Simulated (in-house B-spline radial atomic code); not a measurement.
**How G0W0 and RPA depend on the start: Mn**

Configuration [Ar] 3d5 4s2, highest spin. Computed with a B-spline radial code for spherical atoms: all electrons, non-relativistic, point nucleus, each spin shell either full or empty, empty states to l = 9 with an (l + 1/2)⁻⁴ tail; G0W0 by contour deformation at full frequency.

```
          start  mean-field 4s down (eV)  G0W0 (eV)  QP weight  RPA correlation (Eh)
   Hartree-Fock                   -6.150     -7.190      0.942               -1.4697
       LDA VWN5                   -4.588     -7.371      0.802                -1.697
            PBE                   -4.417     -7.318      0.773               -1.6898
           PBE0                   -5.062          ?          ?                     ?
         r2SCAN                   -4.509     -7.339      0.848               -1.6498
          HSE06                   -4.687     -7.326      0.832               -1.6322
B3LYP (VWN-RPA)                   -5.093     -7.394      0.863               -1.6367
           SCAN                   -4.493     -7.293      0.844                -1.652
           TPSS                   -4.379     -7.316      0.779               -1.6767
      BHandHLYP                   -5.742     -7.359      0.910               -1.5671
      CAM-B3LYP                   -6.235     -7.404      0.922               -1.5995
        LC-wPBE                   -7.010     -7.364      0.944               -1.5857
          wB97X                   -7.238          ?          ?                     ?
         PBEsol                   -4.419     -7.334      0.781               -1.6912
           BLYP                   -4.434     -7.318      0.770               -1.6928
        r2SCAN0                   -5.128     -7.332      0.891               -1.5982
```

**Question.** What G0W0 level, weight and RPA correlation energy follow from the PBE0 start?

**Answer.** G0W0 level -7.371 eV, weight 0.873, RPA correlation -1.6216 hartree.

**Question.** What G0W0 level, weight and RPA correlation energy follow from the wB97X start?

**Answer.** G0W0 level -7.423 eV, weight 0.941, RPA correlation -1.5807 hartree.

**Question.** How much of the dependence on the start does G0W0 remove?

**Answer.** The mean-field levels span 2.86 eV and the G0W0 levels 0.232 eV. Against 7.434 eV (NIST, measured) the G0W0 removal energies are off by -0.24 to -0.01 eV, with relativity, Breit and QED terms left out.
